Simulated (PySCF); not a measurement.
Isomers of C3H9B.

All values: PBE0/pcSseg-1 (PySCF) at PBE0-D3(BJ)/def2-SVP geometries, gas phase, one conformer each.

Question: Rank by LUMO energy, highest first.
A. trimethylborane, `CB(C)C`
B. `[CH3:1][BH:2][CH2:3][CH3:4]` with C1–B2–C3–C4 -2°
C. `[BH2:1][CH2:2][CH2:3][CH3:4]` with H–B1–C2–C3 2° and -179°, B1–C2–C3–C4 -179°

Answer: A (-0.17 eV), B (-0.59 eV), C (-1.25 eV).

Question: Rank by dipole moment, highest first.
A. `[BH2:1][CH:2]([CH3:3])[CH3:4]` with H–B1–C2–C3 163° and -24°
B. `[CH3:1][BH:2][CH2:3][CH3:4]` with C1–B2–C3–C4 -2°
C. trimethylborane, `CB(C)C`

Answer: A (0.67 D), B (0.38 D), C (0.04 D).

Question: Rank by the highest IAO charge on any atom, highest value first.
A. `[CH3:1][BH:2][CH2:3][CH3:4]` with C1–B2–C3–C4 -2°
B. `CB(C)C` (trimethylborane)
C. `[BH2:1][CH:2]([CH3:3])[CH3:4]` with H–B1–C2–C3 163° and -24°

Answer: B (+0.354 e), A (+0.206 e), C (+0.167 e).

All values together:

```json
{"SMILES": "BC(C)C", "μ (D)": "0.67", "HOMO (eV)": "-8.34", "LUMO (eV)": "-1.14", "lowest IAO charge (e)": "-0.400 (C)", "highest IAO charge (e)": "+0.167 (H)", "lowest Hirshfeld charge (e)": "-0.114 (C)", "highest Hirshfeld charge (e)": "+0.149 (B)"}
{"SMILES": "CB(C)C", "μ (D)": "0.04", "HOMO (eV)": "-8.52", "LUMO (eV)": "-0.17", "lowest IAO charge (e)": "-0.568 (C)", "highest IAO charge (e)": "+0.354 (B)", "lowest Hirshfeld charge (e)": "-0.194 (C)", "highest Hirshfeld charge (e)": "+0.213 (B)"}
{"SMILES": "CBCC", "μ (D)": "0.38", "HOMO (eV)": "-8.42", "LUMO (eV)": "-0.59", "lowest IAO charge (e)": "-0.569 (C)", "highest IAO charge (e)": "+0.206 (B)", "lowest Hirshfeld charge (e)": "-0.192 (C)", "highest Hirshfeld charge (e)": "+0.181 (B)"}
{"SMILES": "BCCC", "μ (D)": "0.64", "HOMO (eV)": "-8.83", "LUMO (eV)": "-1.25", "lowest IAO charge (e)": "-0.407 (C)", "highest IAO charge (e)": "+0.156 (H)", "lowest Hirshfeld charge (e)": "-0.137 (C)", "highest Hirshfeld charge (e)": "+0.165 (B)"}
```

Conformers: `[BH2:1][CH:2]([CH3:3])[CH3:4]` with H–B1–C2–C3 163° and -24°; `[CH3:1][BH:2][CH2:3][CH3:4]` with C1–B2–C3–C4 -2°; `[BH2:1][CH2:2][CH2:3][CH3:4]` with H–B1–C2–C3 2° and -179°, B1–C2–C3–C4 -179°.
